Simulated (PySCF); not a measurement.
PySCF input (TPSSh/def2-TZVPD):

```python
from pyscf import gto, scf, dft

mol = gto.M(
    atom='''
    F    -1.49152392    1.04101960   -0.92024807
    C    -0.98825372   -0.01258050   -0.25927649
    F    -1.48961342   -1.12234965   -0.82256007
    F    -1.40504679    0.04416596    1.00556499
    C     0.54367755   -0.01654743   -0.37708732
    Cl    1.21719150   -1.45348295    0.41590117
    Cl    1.21459454    1.48719484    0.28311342
    H     0.80275161   -0.06385786   -1.42987677
    ''',
    basis='def2-tzvpd',
    charge=0,
    spin=0,
    verbose=4,
)

mf = dft.RKS(mol, xc='tpssh').density_fit(auxbasis='def2-universal-jkfit')
mf.grids.level = 3
mf.conv_tol = 1e-9
mf.max_cycle = 100
mf.max_memory = 1500
mf.kernel()
if not mf.converged:
    mf = mf.newton()
    mf.kernel(mf.make_rdm1())
mf.analyze()
```

End of the output:

```
Extra cycle  E= -1296.95956448348  delta_E= 9.55e-12  |g|= 1.68e-05  |ddm|= 3.71e-05
converged SCF energy = -1296.95956448348
**** SCF Summaries ****
Total Energy =                       -1296.959564483478516
Nuclear Repulsion Energy =             489.648102251630917
One-electron Energy =                -2766.727311945824113
Two-electron Energy =                  980.119645210714680
Two-electron Coulomb Energy =         1079.309221121066912
DFT Exchange-Correlation Energy =      -99.189575910352261
HOMO-LUMO gap [eV] =                     7.231193086005253
**** MO energy ****
MO #1   energy= -101.408082487564  occ= 2
MO #2   energy= -101.408081316515  occ= 2
MO #3   energy= -24.655039422615   occ= 2
MO #4   energy= -24.6550368690524  occ= 2
MO #5   energy= -24.6546111650421  occ= 2
MO #6   energy= -10.3902480343392  occ= 2
MO #7   energy= -10.2727654319828  occ= 2
MO #8   energy= -9.409444434156    occ= 2
MO #9   energy= -9.40944172181772  occ= 2
MO #10  energy= -7.15836050625053  occ= 2
MO #11  energy= -7.1583555240585   occ= 2
MO #12  energy= -7.14779780557882  occ= 2
MO #13  energy= -7.14779376450457  occ= 2
MO #14  energy= -7.14750365965029  occ= 2
MO #15  energy= -7.14750266386436  occ= 2
MO #16  energy= -1.31326086434189  occ= 2
MO #17  energy= -1.22684015252439  occ= 2
MO #18  energy= -1.22529663122804  occ= 2
MO #19  energy= -0.914758442904827 occ= 2
MO #20  energy= -0.828752509534191 occ= 2
MO #21  energy= -0.745401100685321 occ= 2
MO #22  energy= -0.657894240871002 occ= 2
MO #23  energy= -0.598126784881653 occ= 2
MO #24  energy= -0.594890325941089 occ= 2
MO #25  energy= -0.56384385185575  occ= 2
MO #26  energy= -0.489400179177063 occ= 2
MO #27  energy= -0.473154989596333 occ= 2
MO #28  energy= -0.465348403797865 occ= 2
MO #29  energy= -0.456726980280625 occ= 2
MO #30  energy= -0.425434964868085 occ= 2
MO #31  energy= -0.424620024123072 occ= 2
MO #32  energy= -0.4143701528815   occ= 2
MO #33  energy= -0.409211846993177 occ= 2
MO #34  energy= -0.341036549398842 occ= 2
MO #35  energy= -0.333937004214041 occ= 2
MO #36  energy= -0.317228355938088 occ= 2
MO #37  energy= -0.315464417921445 occ= 2
MO #38  energy= -0.0497229712825111 occ= 0
MO #39  energy= -0.0252782058453967 occ= 0
MO #40  energy= -0.00284678727410188 occ= 0
MO #41  energy= 0.0252270061643825 occ= 0
MO #42  energy= 0.0302819152454703 occ= 0
MO #43  energy= 0.033159129119     occ= 0
MO #44  energy= 0.0516526887168069 occ= 0
MO #45  energy= 0.058826246923948  occ= 0
MO #46  energy= 0.0646322798120312 occ= 0
MO #47  energy= 0.0658929518108561 occ= 0
MO #48  energy= 0.0711163228627508 occ= 0
MO #49  energy= 0.0970837726777788 occ= 0
MO #50  energy= 0.101419100563923  occ= 0
MO #51  energy= 0.114668605264035  occ= 0
MO #52  energy= 0.121142196831861  occ= 0
MO #53  energy= 0.12617751468249   occ= 0
MO #54  energy= 0.127217704783692  occ= 0
MO #55  energy= 0.131858336728294  occ= 0
MO #56  energy= 0.140680863571818  occ= 0
MO #57  energy= 0.140830239626421  occ= 0
MO #58  energy= 0.155921886704345  occ= 0
MO #59  energy= 0.165259069363041  occ= 0
MO #60  energy= 0.175387654013828  occ= 0
MO #61  energy= 0.180458328924839  occ= 0
MO #62  energy= 0.181289907597519  occ= 0
MO #63  energy= 0.19581289912455   occ= 0
MO #64  energy= 0.204254308158334  occ= 0
MO #65  energy= 0.204433097969539  occ= 0
MO #66  energy= 0.216297035304411  occ= 0
MO #67  energy= 0.234344763748679  occ= 0
MO #68  energy= 0.238081775145933  occ= 0
MO #69  energy= 0.24864154183835   occ= 0
MO #70  energy= 0.25719646060184   occ= 0
MO #71  energy= 0.263317619607108  occ= 0
MO #72  energy= 0.275832083301836  occ= 0
MO #73  energy= 0.27626725914464   occ= 0
MO #74  energy= 0.283108951108885  occ= 0
MO #75  energy= 0.289674278998056  occ= 0
MO #76  energy= 0.29969480690051   occ= 0
MO #77  energy= 0.30139314451944   occ= 0
MO #78  energy= 0.318767134817988  occ= 0
MO #79  energy= 0.322196014010586  occ= 0
MO #80  energy= 0.32814809786417   occ= 0
MO #81  energy= 0.348189006740526  occ= 0
MO #82  energy= 0.357461998822722  occ= 0
MO #83  energy= 0.371016259263703  occ= 0
MO #84  energy= 0.390359963650169  occ= 0
MO #85  energy= 0.394328283225081  occ= 0
MO #86  energy= 0.406347854710235  occ= 0
MO #87  energy= 0.410997497773056  occ= 0
MO #88  energy= 0.42503014961859   occ= 0
MO #89  energy= 0.425125347067612  occ= 0
MO #90  energy= 0.441870710205658  occ= 0
MO #91  energy= 0.443799154629052  occ= 0
MO #92  energy= 0.484078468196462  occ= 0
MO #93  energy= 0.499684297336288  occ= 0
MO #94  energy= 0.51690450676999   occ= 0
MO #95  energy= 0.524172158543174  occ= 0
MO #96  energy= 0.525056129879117  occ= 0
MO #97  energy= 0.541732934899381  occ= 0
MO #98  energy= 0.550809044164519  occ= 0
MO #99  energy= 0.574780253793857  occ= 0
MO #100 energy= 0.576848915028572  occ= 0
MO #101 energy= 0.591036498755777  occ= 0
MO #102 energy= 0.596529185874118  occ= 0
MO #103 energy= 0.600088362729348  occ= 0
MO #104 energy= 0.602418836639544  occ= 0
MO #105 energy= 0.607399195772414  occ= 0
MO #106 energy= 0.629716805248414  occ= 0
MO #107 energy= 0.631496811040468  occ= 0
[...]
```
